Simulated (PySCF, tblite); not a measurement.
Isomers of C6H9NOSi, one GFN2-xTB conformer each. Single-point energies are computed at PBE0/pcSseg-1 (PySCF, gas phase, no added dispersion term), electronic only.

```
                         SMILES  GFN2-xTB relative energy (kcal/mol)
           C[Si]1(C)CC(C#N)=CO1                                 28.6
       C=CC[C@]([SiH3])(C#N)C=O                                 70.6
             N#CCC1=C[SiH2]CCO1                                 51.6
       [H]/N=C/c1ccc([SiH2]C)o1                                 43.8
N#C[C@@H]1C[SiH2][C@]12C[C@H]2O                                 69.1
               CO[SiH2]c1ccccn1                                  0.0
            [SiH3]C/C=N/c1ccco1                                 29.8
        C[C@@H]1[SiH2]OCC=C1C#N                                 19.0
```

Conformers: `[CH2:1]=[CH:2][CH2:3][C@:4]([SiH3:5])([C:6]#[N:7])[CH:8]=[O:9]` with C1–C2–C3–C4 -119°, C2–C3–C4–Si5 53°, C3–C4–C8–O9 -23°; `[N:1]#[C:2][CH2:3][C:4]1=[CH:5][SiH2:6][CH2:7][CH2:8][O:9]1` with C2–C3–C4–C5 -85°, C4–C5–Si6–C7 4°, C5–Si6–C7–C8 -35°, Si6–C7–C8–O9 64°, C7–C8–O9–C4 -57°; `[H]/[N:8]=[CH:7]/[c:6]1[cH:5][cH:4][c:3]([SiH2:2][CH3:1])[o:9]1` with C1–Si2–C3–C4 122°, C5–C6–C7–N8 -1°; `[N:1]#[C:2][C@@H:3]1[CH2:4][SiH2:5][C@:6]12[CH2:7][C@H:8]2[OH:9]` with C7–C8–O9–H -71°; `[CH3:1][O:2][SiH2:3][c:4]1[cH:5][cH:6][cH:7][cH:8][n:9]1` with C1–O2–Si3–C4 180°, O2–Si3–C4–C5 2°; `[SiH3:1][CH2:2]/[CH:3]=[N:4]/[c:5]1[cH:6][cH:7][cH:8][o:9]1` with Si1–C2–C3–N4 -101°, C3–N4–C5–C6 176°; `[CH3:1][C@@H:2]1[SiH2:3][O:4][CH2:5][CH:6]=[C:7]1[C:8]#[N:9]` with C1–C2–Si3–O4 -82°, C2–Si3–O4–C5 -37°, Si3–O4–C5–C6 18°, O4–C5–C6–C7 5°.

Problem. What does PBE0/pcSseg-1 give for the same structures?

Solution. 
```csv
SMILES,PBE0/pcSseg-1 E (Eh),PBE0/pcSseg-1 (kcal/mol),GFN2-xTB (kcal/mol),point group
C[Si]1(C)CC(C#N)=CO1,-652.96328,0.0,28.6,–
CO[SiH2]c1ccccn1,-652.94120,13.9,0.0,–
C[C@@H]1[SiH2]OCC=C1C#N,-652.91774,28.6,19.0,C1
[H]/N=C/c1ccc([SiH2]C)o1,-652.89854,40.6,43.8,C1
N#CCC1=C[SiH2]CCO1,-652.88965,46.2,51.6,C1
[SiH3]C/C=N/c1ccco1,-652.88228,50.8,29.8,C1
C=CC[C@]([SiH3])(C#N)C=O,-652.85845,65.8,70.6,C1
N#C[C@@H]1C[SiH2][C@]12C[C@H]2O,-652.85104,70.4,69.1,C1
```

GFN2-xTB puts CO[SiH2]c1ccccn1 lowest instead; measured from each level's own lowest isomer, the values differ by up to 28.6 kcal/mol (C[Si]1(C)CC(C#N)=CO1: 28.6 against 0.0). As drawn, the lowest has an Si–O bond and a C=C bond outside aromatic rings, which the highest lacks; the highest has a three-membered ring, a four-membered ring and an O–H bond, which the lowest lacks.

Problem. Which frontier levels, dipoles and rotational constants go with these structures?

Solution. 
```json
{"SMILES": "C[Si]1(C)CC(C#N)=CO1", "HOMO (eV, PBE0/pcSseg-1)": "-6.95", "LUMO (eV)": "-0.70", "dipole (D)": "5.51", "A, B, C (MHz)": "2994, 793.0, 791.7"}
{"SMILES": "CO[SiH2]c1ccccn1", "HOMO (eV, PBE0/pcSseg-1)": "-7.14", "LUMO (eV)": "-0.88", "dipole (D)": "1.81", "A, B, C (MHz)": "3920, 765.1, 647.5"}
{"SMILES": "C[C@@H]1[SiH2]OCC=C1C#N", "HOMO (eV, PBE0/pcSseg-1)": "-7.76", "LUMO (eV)": "-1.29", "dipole (D)": "3.16", "A, B, C (MHz)": "2313, 1100, 872.2"}
{"SMILES": "[H]/N=C/c1ccc([SiH2]C)o1", "HOMO (eV, PBE0/pcSseg-1)": "-6.56", "LUMO (eV)": "-1.38", "dipole (D)": "1.53", "A, B, C (MHz)": "3522, 709.9, 624.8"}
{"SMILES": "N#CCC1=C[SiH2]CCO1", "HOMO (eV, PBE0/pcSseg-1)": "-7.14", "LUMO (eV)": "-0.36", "dipole (D)": "4.06", "A, B, C (MHz)": "2792, 849.5, 745.7"}
{"SMILES": "[SiH3]C/C=N/c1ccco1", "HOMO (eV, PBE0/pcSseg-1)": "-6.08", "LUMO (eV)": "-1.15", "dipole (D)": "0.98", "A, B, C (MHz)": "4607, 561.0, 543.5"}
{"SMILES": "C=CC[C@]([SiH3])(C#N)C=O", "HOMO (eV, PBE0/pcSseg-1)": "-7.96", "LUMO (eV)": "-1.46", "dipole (D)": "2.93", "A, B, C (MHz)": "1506, 1129, 1001"}
{"SMILES": "N#C[C@@H]1C[SiH2][C@]12C[C@H]2O", "HOMO (eV, PBE0/pcSseg-1)": "-7.66", "LUMO (eV)": "-0.17", "dipole (D)": "3.34", "A, B, C (MHz)": "1961, 1205, 856.3"}
```

Problem. What happens when harmonic zero-point energies from GFN2-xTB frequencies are added?

Solution. 
| SMILES | ZPE (kcal/mol) | electronic (kcal/mol) | with ZPE (kcal/mol) |
| --- | --- | --- | --- |
| C[Si]1(C)CC(C#N)=CO1 | 85.4 | 0.0 | 0.0 |
| CO[SiH2]c1ccccn1 | 83.7 | 13.9 | 12.2 |
| C[C@@H]1[SiH2]OCC=C1C#N | 84.2 | 28.6 | 27.4 |
| [H]/N=C/c1ccc([SiH2]C)o1 | 82.8 | 40.6 | 38.1 |
| N#CCC1=C[SiH2]CCO1 | 83.8 | 46.2 | 44.7 |
| [SiH3]C/C=N/c1ccco1 | 81.6 | 50.8 | 47.0 |
| C=CC[C@]([SiH3])(C#N)C=O | 80.2 | 65.8 | 60.6 |
| N#C[C@@H]1C[SiH2][C@]12C[C@H]2O | 83.2 | 70.4 | 68.2 |

The zero-point energies span 5.2 kcal/mol. The order is unchanged.
